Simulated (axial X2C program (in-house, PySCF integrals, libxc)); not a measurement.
## Working with the constants of CaN⁺

A bond curve at the TPSSh level, 2c, was computed with an in-house relativistic program for diatomic molecules (basis Ca dyall-cv3z [11s12p6d4f], N dyall-av3z [7s7p3d2f] (cores contracted in-house)) for the state Ω = 1 (⟨Sz⟩ = 1.00, ⟨Lz⟩ = 0.00 at TPSSh). Its fit gives Re = 2.1449 Å, ωe = 542.5 cm⁻¹, ωexe = 3.12 cm⁻¹ and αe = 2.745e-03 cm⁻¹; the masses are 39.9626 and 14.0031 u. Two-component means X2C with spin–orbit coupling and atomic mean-field Coulomb and Gaunt terms.

Task: Find the reduced mass, Be and the force constant.

Result: From the TPSSh values: μ = 10.3696 u. Be = 16.8576/(μ Re²) = 0.3534 cm⁻¹. k = 5.8918×10⁻⁷ μ ωe² = 1.8 mdyn/Å.

Task: Where do the fundamental and the first overtone lie?

Result: ν(1←0) = ωe − 2ωexe = 536.3 cm⁻¹; ν(2←0) = 2ωe − 6ωexe = 1066.3 cm⁻¹.

Task: A Morse curve ties αe to the other constants (Pekeris). How well does that hold?

Result: αe(Morse) = 6Be²/ωe × (√(ωexe/Be) − 1) = 2.723e-03 cm⁻¹; the TPSSh curve gives 2.745e-03 cm⁻¹, a ratio of 0.99.

Task: Estimate De from a Morse curve and compare with the computed well depth of 2.011 eV to Ca+ + N.

Result: De(Morse) = ωe²/(4ωexe) = 2.924 eV against 2.011 eV computed, a ratio of 1.45. The extrapolation overshoots: the well softens faster than a Morse curve, or the lowest atomic limit lies below the one to which the curve heads.

Task: Estimate the centrifugal constant by the Kratzer relation.

Result: D = 4Be³/ωe² = 6.00e-07 cm⁻¹.

Occupations by symmetry block were frozen at the best pattern of an incomplete PBE0 search. De is counted from the lowest determinant-based energies of the atoms at the same level, without counterpoise correction. Density functionals use the spin component along the axis (collinear). Other states lie close and PBE0, whose exact exchange favours high spin, may order them wrongly; the determinant shown need not be the ground state. The nearest other 2c determinant of the search, Ω = 2, lies 0.41 eV up at the distance of the search. With several unpaired electrons one determinant need not be a pure state. Open-shell Ω = 0 determinants with evenly filled partner blocks cannot be reached by this program, so the Ω shown need not be the lowest component. This is the Ω = 1 component of a π² triplet; the 0⁺ component is not one determinant and can lie lowest.
